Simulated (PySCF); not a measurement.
C2H4N, charge +1, singlet, at a GFN2-xTB geometry; PBE0/6-31G** (PySCF).

PySCF was given this input:
```python
from pyscf import gto, scf, dft

mol = gto.Mole()
mol.atom = '''
    C    -1.209283    0.043608   -0.259408
    C     0.145193   -0.005236    0.031146
    N     1.267271   -0.045699    0.271847
    H    -1.491150   -0.808691   -0.887167
    H    -1.447024    0.969747   -0.793906
    H    -1.794772    0.009618    0.665789
    H     2.246593   -0.081014    0.481926
'''
mol.basis = '6-31g**'
mol.charge = 1
mol.spin = 0
mol.verbose = 4
mol.build()

mf = dft.RKS(mol)
mf.xc = 'pbe0'
mf.grids.atom_grid = (99, 590)
mf.grids.prune = None
mf.kernel()
```

### Question
Predict the main parts of the log of this PySCF run.

### Answer

```
PySCF version 2.14.0

[INPUT] verbose = 4
[INPUT] num. atoms = 7
[INPUT] num. electrons = 22
[INPUT] charge = 1
[INPUT] spin (= nelec alpha-beta = 2S) = 0
[INPUT] symmetry False subgroup None
[INPUT] Mole.unit = angstrom
[INPUT] Symbol           X                Y                Z      unit          X                Y                Z       unit  Magmom
[INPUT]  1 C     -1.209283000000   0.043608000000  -0.259408000000 AA   -2.285213677092   0.082407176840  -0.490210074521 Bohr   0.0
[INPUT]  2 C      0.145193000000  -0.005236000000   0.031146000000 AA    0.274375005204  -0.009894605988   0.058857409876 Bohr   0.0
[INPUT]  3 N      1.267271000000  -0.045699000000   0.271847000000 AA    2.394795115604  -0.086358594166   0.513716377785 Bohr   0.0
[INPUT]  4 H     -1.491150000000  -0.808691000000  -0.887167000000 AA   -2.817865110645  -1.528204509401  -1.676502656752 Bohr   0.0
[INPUT]  5 H     -1.447024000000   0.969747000000  -0.793906000000 AA   -2.734479055673   1.832556240119  -1.500264908649 Bohr   0.0
[INPUT]  6 H     -1.794772000000   0.009618000000   0.665789000000 AA   -3.391627536038   0.018175385866   1.258158866748 Bohr   0.0
[INPUT]  7 H      2.246593000000  -0.081014000000   0.481926000000 AA    4.245445483365  -0.153094272256   0.910708152307 Bohr   0.0

nuclear repulsion = 66.1819862194513
number of shells = 30
number of NR pGTOs = 109
number of NR cGTOs = 62
basis = 6-31g**
ecp = {}

******** <class 'pyscf.dft.rks.RKS'> ********
method = RKS
initial guess = minao
damping factor = 0
level_shift factor = 0
DIIS = <class 'pyscf.scf.diis.CDIIS'>
diis_start_cycle = 1
diis_space = 8
diis_damp = 0
SCF conv_tol = 1e-09
SCF conv_tol_grad = None
SCF max_cycles = 50
direct_scf = True
direct_scf_tol = 1e-13
XC library pyscf.dft.libxc version 7.1.2
    S. Lehtola, C. Steigemann, M. J. T. Oliveira, and M. A. L. Marques,  SoftwareX 7, 1–5 (2018)
XC functionals = pbe0
    C. Adamo and V. Barone,  J. Chem. Phys. 110, 6158 (1999)
    M. Ernzerhof and G. E. Scuseria,  J. Chem. Phys. 110, 5029 (1999)
radial grids:
    Treutler-Ahlrichs [JCP 102, 346 (1995); DOI:10.1063/1.469408] (M4) radial grids

becke partition: Becke, JCP 88, 2547 (1988); DOI:10.1063/1.454033
pruning grids: None
grids dens level: 3
symmetrized grids: False
atomic radii adjust function: <function treutler_atomic_radii_adjust>
User specified grid scheme (99, 590)
small_rho_cutoff = 0
Set gradient conv threshold to 3.16228e-05
Initial guess from minao.
tot grids = 408872
init E= -133.576040857858
  HOMO = -0.389544572315277  LUMO = -0.0394168960068687  gap/eV = 9.52746
cycle= 1 E= -132.889413096812  delta_E= 0.687  |g|= 0.251  |ddm|= 2.55
  HOMO = -0.632135306451692  LUMO = -0.272236065303788  gap/eV = 9.79336
cycle= 2 E= -132.884665542874  delta_E= 0.00475  |g|= 0.307  |ddm|= 0.502
  HOMO = -0.635388417005768  LUMO = -0.252196946888235  gap/eV = 10.42717
cycle= 3 E= -132.902418800084  delta_E= -0.0178  |g|= 0.11  |ddm|= 0.238
  HOMO = -0.630955617848747  LUMO = -0.245688241971009  gap/eV = 10.48366
cycle= 4 E= -132.905011090101  delta_E= -0.00259  |g|= 0.0265  |ddm|= 0.0829
  HOMO = -0.630899344701166  LUMO = -0.246674909892  gap/eV = 10.45528
cycle= 5 E= -132.905181638264  delta_E= -0.000171  |g|= 0.00227  |ddm|= 0.0191
  HOMO = -0.63084536684842  LUMO = -0.246652518604596  gap/eV = 10.45442
cycle= 6 E= -132.905182773433  delta_E= -1.14e-06  |g|= 0.000499  |ddm|= 0.0023
  HOMO = -0.630765485372899  LUMO = -0.246544097626419  gap/eV = 10.45520
cycle= 7 E= -132.905182834144  delta_E= -6.07e-08  |g|= 0.000136  |ddm|= 0.000495
  HOMO = -0.630798945548128  LUMO = -0.246575465522658  gap/eV = 10.45525
cycle= 8 E= -132.90518283886  delta_E= -4.72e-09  |g|= 1.64e-05  |ddm|= 0.000116
  HOMO = -0.630797543771403  LUMO = -0.246574412660927  gap/eV = 10.45524
cycle= 9 E= -132.905182838931  delta_E= -7.14e-11  |g|= 1.27e-06  |ddm|= 1.5e-05
  HOMO = -0.630797779757018  LUMO = -0.246574787272536  gap/eV = 10.45524
Extra cycle  E= -132.905182838931  delta_E= -1.14e-13  |g|= 1.41e-06  |ddm|= 2.04e-06
converged SCF energy = -132.905182838931
```
